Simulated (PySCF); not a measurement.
Isomers of C10H11F, one GFN2-xTB conformer each. Single-point energies are computed at PBE0/pcSseg-1 (PySCF, gas phase, no added dispersion term), electronic only.

| SMILES | GFN2-xTB relative energy (kJ/mol) |
| --- | --- |
| Cc1cc(F)c2c(c1)CCC2 | 0.0 |
| CCc1cc(CF)c2c(c1)C2 | 283.9 |

Conformers: `[CH3:1][c:2]1[cH:3][c:4]([F:5])[c:6]2[c:7]([cH:8]1)[CH2:9][CH2:10][CH2:11]2` with C6–C7–C9–C10 17°, C7–C9–C10–C11 -26°, C9–C10–C11–C6 25°, C4–C6–C11–C10 165°; `[CH3:1][CH2:2][c:3]1[cH:4][c:5]([CH2:6][F:7])[c:8]2[c:9]([cH:10]1)[CH2:11]2` with C1–C2–C3–C4 -91°, C4–C5–C6–F7 1°.

**Question.** What does PBE0/pcSseg-1 give for the same structures?

**Answer.** 
| SMILES | PBE0/pcSseg-1 E (Eh) | PBE0/pcSseg-1 (kJ/mol) | GFN2-xTB (kJ/mol) | point group |
| --- | --- | --- | --- | --- |
| Cc1cc(F)c2c(c1)CCC2 | -486.92667 | 0.0 | 0.0 | C1 |
| CCc1cc(CF)c2c(c1)C2 | -486.81559 | 291.7 | 283.9 | C1 |

Both levels put the same isomer lowest. As drawn, the higher has a three-membered ring, which the lower lacks.

**Question.** Which frontier levels, dipoles and rotational constants go with these structures?

**Answer.** 
```json
{"SMILES": "Cc1cc(F)c2c(c1)CCC2", "HOMO (eV, PBE0/pcSseg-1)": "-6.75", "LUMO (eV)": "-0.08", "dipole (D)": "1.81", "A, B, C (MHz)": "1698, 984.1, 635.6"}
{"SMILES": "CCc1cc(CF)c2c(c1)C2", "HOMO (eV, PBE0/pcSseg-1)": "-6.69", "LUMO (eV)": "-0.37", "dipole (D)": "1.41", "A, B, C (MHz)": "1362, 898.2, 572.5"}
```
